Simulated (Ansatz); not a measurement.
Saddle point of AlN2H9O3, closed shell (AlH₃O₃ ([OH][Al]([OH])[OH]) + NH₃ + NH₃ → AlNH₄O₂ ([NH2][Al]([OH])[OH]) + H₂O + NH₃ (still joined by a long Al–O bond); bonds formed: O2–H7, H5–N8; bonds broken: H5–N6, H7–N8; bonds weakened to dative contacts: Al1–O2), PBE0-D4/def2-TZVP structure:

Al1  (-0.533, -0.247, -0.959)
O2  (-0.507, -1.184, 0.636)
O3  (0.103, -1.488, -1.985)
O4  (-2.083, 0.448, -1.249)
H5  (0.893, 0.931, 1.128)
N6  (0.608, 1.186, -0.585)
H7  (0.156, -0.561, 1.469)
N8  (0.805, 0.354, 2.025)
H9  (-0.253, -2.100, 0.506)
H10  (-0.003, -1.448, -2.933)
H11  (-2.865, -0.095, -1.308)
H12  (1.489, 1.167, -1.085)
H13  (0.185, 2.086, -0.783)
H14  (1.714, 0.095, 2.387)
H15  (0.290, 0.857, 2.736)
(Å)

Energies are electronic, without zero-point energy. Barriers and step energies count from the start structure reached by relaxing down the imaginary mode; all methods use the PBE0-D4 structures, on which another method's saddle can fall below an end. Program: Ansatz 0.2.0. Basis: def2-TZVPP, with def2-QZVPP for the basis limit. Cores are frozen in the correlated methods. B3LYP uses VWN-RPA correlation. Extrapolation: Hartree–Fock as exp(−7.88 √X), correlation as X^−2.97.

| method | barrier (kJ/mol) | step energy (kJ/mol) |
| --- | --- | --- |
| SPW92 | 35.7 | 44.0 |
| PBE-D4 | 59.5 | 58.7 |
| BLYP-D4 | 69.1 | 64.7 |
| r2SCAN-D4 | 65.6 | 62.7 |
| B97M-V | 83.5 | 71.3 |
| PBE0-D4 | ? | 63.2 |
| B3LYP-D4 | 75.2 | 67.6 |
| r2SCAN0-D4 | 71.9 | 65.5 |
| BHLYP-D4 | 86.6 | 73.4 |
| CAM-B3LYP-D4 | 75.5 | 67.4 |
| wB97X-V | ? | 69.0 |
| wB97M-V | 78.6 | 67.5 |
| B2PLYP | 79.0 | 69.6 |
| PBE-QIDH | 75.4 | 67.3 |
| RPA on PBE | ? | 70.2 |
| HF | 116.4 | 88.9 |
| MP2 | 76.7 | 68.3 |
| CCSD | 87.4 | 73.3 |
| CCSD(T) | 81.3 | 69.9 |

Problem. Fill in the withheld barriers. (To be estimated.)

Solution. Computed: RPA on PBE 81.1; PBE0-D4 68.3; wB97X-V 78.4 kJ/mol. Each is the energy of the saddle less that of the start structure, by the same method.

For comparison, the barrier by CCSD(T) at an estimated basis limit (MP2 extrapolated from triple and quadruple zeta, plus CCSD(T) − MP2 in triple zeta) is 82.0 kJ/mol.

The T1 diagnostic stays at or below 0.011.

Labels in which every atom is bracketed show which atoms are joined, not bond orders.

For scale, one of the runs: CCSD(T)/def2-TZVPP, 323 basis functions, launched by `ansatz run in.yaml --threads 4 --pin off --events-out ev --progress --plain --max-ram 66560MiB --backend cuda --devices 0, --max-vram 37GiB`. The run took 14 s on 4 CPU threads of an AMD EPYC 7R13 and a share of one NVIDIA H100 (shared host), with 0.85 GiB of host memory at its peak.
